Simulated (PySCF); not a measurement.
**Yb(65+): ionisation energy**

Yb(65+) [He] 2s2 2p1 [2p1/2^1, M_J = 1/2] → Yb(66+) [He] 2s2, as a difference of total energies. Computed with PySCF 2.14 in an uncontracted even-tempered set (17 s from 49 bohr⁻², ratio 2.4; 13 p from 64 bohr⁻², ratio 2.4; 5 d from 210 bohr⁻², ratio 2.6; 4 f from 310 bohr⁻², ratio 2.6), with the two-component X2C-1e Hamiltonian. Correlated levels: nothing frozen; the 30 highest virtual spinors dropped. "Screened" scales the spin-orbit matrix elements by Boettger's factors to mimic the two-electron term; Breit and QED terms are absent.

```csv
method,ionisation energy (eV)
GHF (spin-free),15774.7
GMP2 (spin-free),15774.4
GHF (screened spin-orbit),16590.3
GMP2 (screened spin-orbit),16587.9
```

How much does correlation contribute at GMP2 (screened spin-orbit)?

16587.9 − (16590.3) = -2.4 eV, measured against GHF (screened spin-orbit).

For this ion Breit and QED terms and the two-electron picture change, all absent here, outweigh the correlation shift from GHF to GMP2.

The spin-free rows lack the spin-orbit shift.

For comparison: 16570 ± 30 eV (theoretical estimate listed by NIST; NIST Atomic Spectra Database, ionization energies).
